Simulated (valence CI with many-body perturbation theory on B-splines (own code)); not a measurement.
# Hg75+: electric-dipole lines

Method: valence CI with perturbative core correlation (CI+MBPT): three valence electrons over a frozen Dirac-Fock core [He], a basis of 11 s, 11 p, 10 d, 8 f, 5 g, 2 h functions for each j, with the one-electron correlation potential Σ1 (screened to all orders), the two-electron term Σ2, the three-electron term Σ3, Breit, model QED; selected single and double excitations, second order for the rest, scaled by the run's own slope (own B-spline code, finite nucleus).

No measured spectrum was set against this ion. As an estimate, large intervals hold to a few tenths of a per cent, small ones and those within an open d or f shell to about a per cent.

Lines 101 to 150 of 579 in falling wavelength, among levels below 18979 eV, chosen from the strongest by gf and those to the six lowest levels. Wavelengths and rates use the calculated energies. Electric multipoles are in the length gauge with retardation, E1 and E2 with the static RPA response of the core. Weak lines are less certain than strong ones. Lines between different terms over intervals too small for the method are left out, as are lines whose strength nearly cancels. The highest levels of a list are the least certain.

Levels are named by their leading jj configuration (3d3/2^4 stands for four electrons in 3d with j = 3/2), which in mixed levels can hold well under half, so a name can repeat and another be missing. Letters in brackets count levels of one name in rising energy.

```csv
λ vac (nm),Upper,Lower,A (s⁻¹),S (a.u.) with core polarisation,S without
1.791,(2s 2p1/2 3p3/2) J=3/2 [b],(2s 2p1/2 3s) J=1/2 [b],1.50e+12,1.71e-02,1.71e-02
1.790,(2p1/2 2p3/2 3p3/2) J=1/2 [a],(2p1/2 2p3/2 3s) J=1/2,1.58e+12,8.95e-03,8.95e-03
1.789,(2p3/2^2 3p3/2) J=7/2,(2p3/2^2 3s) J=5/2,2.89e+12,6.53e-02,6.53e-02
1.788,(2p3/2^2 3p3/2) J=5/2,(2p3/2^2 3s) J=5/2,1.51e+12,2.55e-02,2.55e-02
1.782,(2p1/2 2p3/2 3d3/2) J=1/2 [a],(2p1/2 2p3/2 3p1/2) J=1/2,1.67e+12,9.35e-03,9.35e-03
1.781,(2s 2p1/2 3p3/2) J=1/2,(2s 2p1/2 3s) J=1/2 [b],2.40e+12,1.34e-02,1.34e-02
1.780,(2p1/2 2p3/2 3p3/2) J=5/2 [a],(2p1/2 2p3/2 3s) J=3/2 [a],2.78e+12,4.64e-02,4.64e-02
1.776,(2s 2p3/2 3p3/2) J=5/2 [b],(2s 2p3/2 3s) J=3/2 [b],2.72e+12,4.52e-02,4.52e-02
1.776,(2p1/2 2p3/2 3p3/2) J=3/2 [a],(2p1/2 2p3/2 3s) J=1/2,7.11e+11,7.86e-03,7.86e-03
1.765,(2s^2 3d5/2) J=5/2,(2s 2p1/2 3s) J=3/2,7.23e+11,1.18e-02,1.18e-02
1.761,(2p1/2 2p3/2 3d3/2) J=5/2 [b],(2p1/2 2p3/2 3p1/2) J=5/2,6.93e+11,1.12e-02,1.12e-02
1.759,(2p3/2^2 3p3/2) J=3/2 [b],(2p3/2^2 3s) J=1/2,2.69e+12,2.89e-02,2.89e-02
1.756,(2s 2p3/2 3p3/2) J=7/2,(2s 2p3/2 3s) J=5/2,2.98e+12,6.38e-02,6.38e-02
1.756,(2p1/2 2p3/2 3p3/2) J=7/2,(2p1/2 2p3/2 3s) J=5/2,1.53e+12,3.28e-02,3.28e-02
1.755,(2s 2p1/2 3d3/2) J=3/2 [b],(2s 2p1/2 3p1/2) J=3/2,8.57e+11,9.15e-03,9.15e-03
1.748,(2s 2p3/2 3p3/2) J=5/2 [a],(2s 2p3/2 3s) J=3/2 [a],1.32e+12,2.09e-02,2.09e-02
1.747,(2p1/2 2p3/2 3p3/2) J=3/2 [b],(2p1/2 2p3/2 3s) J=3/2 [b],9.20e+11,9.69e-03,9.69e-03
1.734,(2s 2p3/2 3p3/2) J=1/2 [a],(2s 2p3/2 3s) J=3/2 [a],2.69e+12,1.38e-02,1.38e-02
1.731,(2p1/2^2 3p3/2) J=3/2,(2p1/2^2 3s) J=1/2,2.89e+12,2.95e-02,2.95e-02
1.725,(2s 2p3/2 3p3/2) J=3/2 [a],(2s 2p3/2 3s) J=5/2,6.61e+11,6.69e-03,6.69e-03
1.724,(2s 2p1/2 3p3/2) J=3/2 [a],(2s 2p1/2 3s) J=1/2 [a],2.93e+12,2.96e-02,2.96e-02
1.724,(2s 2p3/2 3p3/2) J=3/2 [b],(2s 2p3/2 3s) J=3/2 [b],1.42e+12,1.43e-02,1.43e-02
1.721,(2s^2 3p3/2) J=3/2,(2s^2 3s) J=1/2,3.18e+12,3.20e-02,3.20e-02
1.713,(2p1/2 2p3/2 3p3/2) J=5/2 [b],(2p1/2 2p3/2 3s) J=3/2 [b],1.27e+12,1.90e-02,1.90e-02
1.709,(2p1/2 2p3/2 3p3/2) J=3/2 [b],(2p1/2 2p3/2 3s) J=1/2,9.56e+11,9.43e-03,9.43e-03
1.704,(2s 2p3/2 3p3/2) J=3/2 [b],(2s 2p3/2 3s) J=1/2,1.86e+12,1.81e-02,1.81e-02
1.704,(2s 2p1/2 3p3/2) J=3/2 [b],(2s 2p1/2 3s) J=3/2,1.51e+12,1.47e-02,1.47e-02
1.703,(2s 2p1/2 3p3/2) J=5/2,(2s 2p1/2 3s) J=3/2,2.41e+12,3.52e-02,3.52e-02
1.693,(2s 2p3/2 3p3/2) J=1/2 [b],(2s 2p3/2 3s) J=1/2,2.67e+12,1.28e-02,1.28e-02
1.692,(2p1/2 2p3/2 3p3/2) J=5/2 [b],(2p1/2 2p3/2 3s) J=5/2,1.33e+12,1.91e-02,1.91e-02
1.683,(2p1/2 2p3/2 3p3/2) J=3/2 [b],(2p1/2 2p3/2 3s) J=3/2 [a],1.01e+12,9.54e-03,9.54e-03
1.677,(2p3/2^2 3p3/2) J=3/2 [a],(2p3/2^2 3s) J=3/2,2.55e+12,2.38e-02,2.38e-02
1.675,(2s 2p3/2 3p3/2) J=5/2 [a],(2s 2p3/2 3s) J=5/2,1.86e+12,2.59e-02,2.59e-02
1.661,(2p1/2 2p3/2 3p3/2) J=1/2 [b],(2p1/2 2p3/2 3s) J=3/2 [b],2.78e+12,1.26e-02,1.26e-02
1.648,(2p3/2^2 3p3/2) J=3/2 [a],(2p3/2^2 3s) J=5/2,6.75e+11,5.96e-03,5.96e-03
0.6947,(2s^2 2p3/2) J=3/2,(2s 2p1/2^2) J=1/2,9.53e+10,6.31e-05,6.32e-05
0.5358,(2p3/2^2 3p3/2) J=5/2,(2s 2p3/2 3p3/2) J=3/2 [b],1.02e+13,4.65e-03,4.65e-03
0.5351,(2p3/2^2 3d5/2) J=7/2,(2s 2p3/2 3d5/2) J=5/2 [b],6.95e+12,4.21e-03,4.21e-03
0.5350,(2s 2p1/2 2p3/2) J=3/2 [a],(2s^2 2p1/2) J=1/2,2.40e+11,7.26e-05,7.27e-05
0.5346,(2p3/2^2 3d5/2) J=7/2,(2p1/2 2p3/2 3p3/2) J=7/2,3.31e+12,2.00e-03,2.00e-03
0.5345,(2p3/2^2 3d5/2) J=9/2,(2p1/2 2p3/2 3p3/2) J=7/2,6.46e+12,4.87e-03,4.88e-03
0.5324,(2p3/2^2 3d5/2) J=1/2,(2s 2p3/2 3d5/2) J=3/2 [b],1.40e+13,2.08e-03,2.08e-03
0.5317,(2p3/2^2 3d3/2) J=3/2 [a],(2s 2p3/2 3d3/2) J=1/2 [b],5.62e+12,1.67e-03,1.67e-03
0.5311,(2p3/2^2 3p3/2) J=7/2,(2s 2p3/2 3p3/2) J=5/2 [b],1.83e+13,1.08e-02,1.08e-02
0.5310,(2s 2p3/2^2) J=5/2,(2s^2 2p3/2) J=3/2,5.94e+12,2.63e-03,2.63e-03
0.5309,(2p3/2^2 3p3/2) J=5/2,(2s 2p3/2 3p3/2) J=5/2 [b],3.96e+12,1.75e-03,1.76e-03
0.5302,(2p3/2^2 3d3/2) J=1/2,(2s 2p3/2 3d3/2) J=1/2 [b],1.41e+13,2.07e-03,2.07e-03
0.5299,(2p3/2^2 3s) J=5/2,(2s 2p3/2 3s) J=3/2 [b],1.57e+13,6.91e-03,6.92e-03
0.5293,(2p3/2^2 3d5/2) J=9/2,(2s 2p3/2 3d5/2) J=7/2 [b],1.00e+13,7.33e-03,7.34e-03
0.5290,(2p3/2^2 3d3/2) J=7/2,(2s 2p3/2 3d3/2) J=5/2 [b],1.58e+13,9.23e-03,9.24e-03
```
